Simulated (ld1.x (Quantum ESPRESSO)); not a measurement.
Results of a calculation; reference values are marked as such.
# Pseudopotentials across the periodic table

Generated with ld1.x 7.5 (TM, RRKJ, ultrasoft, PAW), atompaw 4.2 or ONCVPSP 4.0.1. The cutoff is in Ry: for ld1.x and atompaw files where the sum of valence levels is converged to 10 mRy in a Bessel basis, for ONCV files where the hardest occupied wave has 1 mHa per electron of residual kinetic energy. The error is the largest all-electron minus pseudo excitation energy over each file’s own four to seven test configurations (ionisations up to +4, promotions, holes and added fractions of an electron), all of which were solved. The labels leave out finer settings (local radius, basis sizes, second energies), which also bear on the numbers. Spin-polarised tests are not counted. The rows are a selection from randomly drawn settings: files with unsolved tests, undetermined cutoffs or missed reference levels are left out.

A true bound ghost makes a file unfit for plane-wave use even where its test errors are small: the radial tests pick states by their node count and pass the ghost by.

| element | potential | cutoff (Ry) | largest error (meV) | bound ghosts |
| --- | --- | --- | --- | --- |
| O | TM, PBEsol, non-relativistic, rc 0.70/1.65 (sp), local smoothed, core correction yes, reference 2s2 2p4 | 80 | +3020 | none |
| Se | TM, PBE, fully relativistic, rc 1.40/1.70/1.60 (spd), local d, core correction yes, reference 4s2 4p4 | 25 | -59 | s, p3/2, p1/2 |
| Br | PAW, PBE, scalar-relativistic, rc 0.85/0.90/1.05 (spd), local smoothed, core correction yes, reference 3s2 3p6 3d10 4s2 4p5 | 180 | -67 | none |
| Rb | TM, PBE, scalar-relativistic, rc 2.46/1.70/3.18 (spd), local smoothed, core correction yes, reference 4p6 4d1 5s0 5p0 | 35 | -136 | s |
| Re | TM, PBEsol, scalar-relativistic, rc 1.90/3.35/1.65 (spd), local s, core correction yes, reference 5d5 6s1.75 6p0 | 35 | -29 | none |

Problem. Fill in the row for Ta: TM, LDA (PZ), fully relativistic, rc 2.65/2.70/1.50/2.90 (spdf), local s, core correction yes, reference 5d3 6s0 6p0.

Solution. cutoff 30 Ry, largest error -829 meV, bound ghosts: none.

Problem. Fill in the row for Cr: PAW, PBEsol, scalar-relativistic, rc 2.70/1.90/1.25 (spd), local smoothed, core correction yes, reference 3p6 3d4 4s0 4p0.

Solution. cutoff 70 Ry, largest error -55 meV, bound ghosts: s.

Problem. Fill in the row for Pb: ultrasoft, LDA (PZ), scalar-relativistic, rc 2.10/2.30/1.65 (spd), local smoothed, core correction no, reference 5d10 6s2 6p2.

Solution. cutoff 45 Ry, largest error -37 meV, bound ghosts: none.
